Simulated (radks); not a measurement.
The numbers below are computed, except where a source is named.
Task: Bi XIII, 71 electrons, occupied as [Xe] 4f14 5d3. Level of theory: Dirac Kohn-Sham, PBE, spin-unpolarised, spherical densities, point nucleus; open shells are shared between the two j in proportion to 2j + 1 (a radial shooting solver on a logarithmic mesh with Libxc functionals).

Spin-orbit splittings of the eigenvalues, e(l+1/2) - e(l-1/2), with zeta = 2 splitting/(2l+1) and mean radii in bohr:

| shell | occ. | splitting (eV) | zeta (eV) | <r> j=l-1/2 | <r> j=l+1/2 |
|---|---|---|---|---|---|
| 2p | 6 | 2320 | 1547 | 0.05388 | 0.06293 |
| 3p | 6 | 519.8 | 346.5 | 0.1615 | 0.1780 |
| 3d | 10 | 110.2 | 44.09 | 0.1544 | 0.1594 |
| 4p | 6 | 128.5 | 85.64 | 0.3772 | 0.4117 |
| 4d | 10 | ? | ? | 0.4148 | 0.4257 |
| 4f | 14 | 5.588 | 1.596 | 0.4330 | 0.4388 |
| 5p | 6 | 28.19 | 18.79 | 0.8441 | 0.9125 |
| 5d | 3 | 4.491 | 1.796 | 1.023 | 1.044 |

Estimate the 4d splitting.

Result: 24.04 eV (zeta = 9.616 eV).
